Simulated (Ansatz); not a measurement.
Frontier orbitals of CH$_{3}$FOSi (`CO[Si]F`).

```
atom   x (Å)   y (Å)   z (Å)
  C1  -0.592   0.557  -0.122
  O2   0.578   0.364   0.651
 Si3   1.650  -0.857   0.747
  F4   1.061  -1.923  -0.324
  H5  -0.790  -0.300  -0.769
  H6  -1.439   0.707   0.550
  H7  -0.468   1.452  -0.734
```

Charge 0, multiplicity 1. Geometry: relaxed with PBE0-D4/def2-TZVP. It is one conformer, not always the lowest. Basis def2-TZVPP, Ansatz 0.2.0.

```csv
functional,HOMO (eV),LUMO (eV),gap (eV)
PBE,-6.43,-2.24,4.19
r2SCAN,-6.64,-2.13,4.51
PBE0,-7.59,-1.42,6.17
HSE06 (plane-wave form),-7.19,-1.80,5.39
ωB97M-V,-9.77,0.59,10.36
```

(1) What is the vertical ionisation energy at frozen-core CCSD(T)/CBS(def2)? (Best estimate.)

Results:

(1) Ansatz gave: 10.23 eV (T1 of the cation 0.019).

Against PBE, PBE0 changes HOMO and LUMO by −1.16 and +0.81 eV, ωB97M-V by −3.34 and +2.82 eV. A gap of 4.19 eV thus becomes 10.35 eV for the same molecule, so an orbital gap means little without its functional. A positive LUMO is unbound and depends on the basis. −ε(HOMO) differs from that ionisation energy by −3.80 eV with PBE and −0.46 eV with ωB97M-V.
